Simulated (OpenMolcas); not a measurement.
# Cr2+ in NaCl: curves along the breathing mode

Cr2+ with its 6 nearest chloride ions, on the Na site of NaCl (a = 5.64056 Å, distance in the model lattice 2.820 Å). The rest of the host is ab initio model potentials to 7.6 Å, with orthogonalisation functions on the cations behind the ligands, and point charges beyond; the distance is set by hand and nothing relaxes, and no local charge compensation is placed. Ligand basis ANO-RCC-VDZP.

```json
{"Program": "OpenMolcas", "Method": "CASSCF", "Basis": "ANO-RCC-VDZP [5s4p2d1f]", "Scalar Hamiltonian": "DKH2, point nucleus", "Active space": "4 electrons in 5 orbitals (3d)", "State averaging": "2S+1 = 5 even, 5 roots; 2S+1 = 3 even, 45 roots; 2S+1 = 1 even, 50 roots", "Spin-orbit coupling": "RASSI with atomic mean-field integrals over the reference wave functions"}
```

Spin-free energies (labels of O, the rotations of Oh) in cm-1 above the lowest fitted minimum, as all ligands move together:

```json
{"R (Å)": "2.476", "5E": "800", "5T2": "7870", "3T1": "14750", "3E": "19840", "3T1(2)": "20840", "3T2": "21430", "3A2": "23080"}
{"R (Å)": "2.534", "5E": "-20", "5T2": "6160", "3T1": "14790", "3E": "19090", "3T1(2)": "20110", "3T2": "20640", "3A2": "22240"}
{"R (Å)": "2.593", "5E": "550", "5T2": "5950", "3T1": "16080", "3E": "19710", "3T1(2)": "20760", "3T2": "21220", "3A2": "22790"}
{"R (Å)": "2.651", "5E": "2280", "5T2": "7030", "3T1": "18390", "3E": "21460", "3T1(2)": "22550", "3T2": "22930", "3A2": "24490"}
{"R (Å)": "2.768", "5E": "8630", "5T2": "12330", "3T1": "25650", "3E": "27850", "3T1(2)": "28990", "3T2": "29220", "3A2": "30800"}
{"R (Å)": "2.826", "5E": "12990", "5T2": "16290", "3T1": "30350", "3E": "32220", "3T1(2)": "33380", "3T2": "33540", "3A2": "35140"}
```

Cubic fits give the following; the wavenumber is harmonic, with the mass of all moving ligands, small differences in it between states hang on the degree of the fit, a number in brackets counts states of one label, and the table is a selection of at most 14 states with clean curves.

```csv
State,R0 (Å),Breathing mode (cm-1),Minimum (cm-1)
5E,2.539,247,0
5T2,2.573,250,5870
3T1,2.502,242,14620
3E,2.536,246,19110
3T1(2),2.535,247,20130
3T2,2.538,246,20660
3A2,2.540,247,22260
3A1,2.533,247,23260
3T1(3),2.566,249,25100
3T2(2),2.567,250,26070
1T2,2.503,242,24090
3E(2),2.543,244,25850
1E,2.508,242,24750
3T1(4),2.561,249,27380
```

The minimum of 5T2 is shifted by +0.0344 Å against 5E (from the unrounded fits). With M = 212.7 u for the moving shell, the Huang-Rhys factor in this mode is S = M ω ΔR² / 2ħ = 0.01483 × 212.7 × 247 × 0.0344² = 0.92. Only the first shell moves, against a rigid host.

An orbital doublet at a regular site is open to a Jahn-Teller distortion, which this geometry leaves out. Without dynamic correlation the repulsion within the d shell is too large (B by tens of per cent), so at a given field states of lower spin stand too high. Ligand-to-metal charge-transfer states are missing. With no ligand orbital active B as a rule stays too high, so bands that hang on it stand too high and its fall with covalency is understated. With metal d orbitals alone and no dynamic correlation the field as a rule comes out too small, by tens of per cent, by up to half for chloride and softer ligands. No measured value stands beside these numbers.
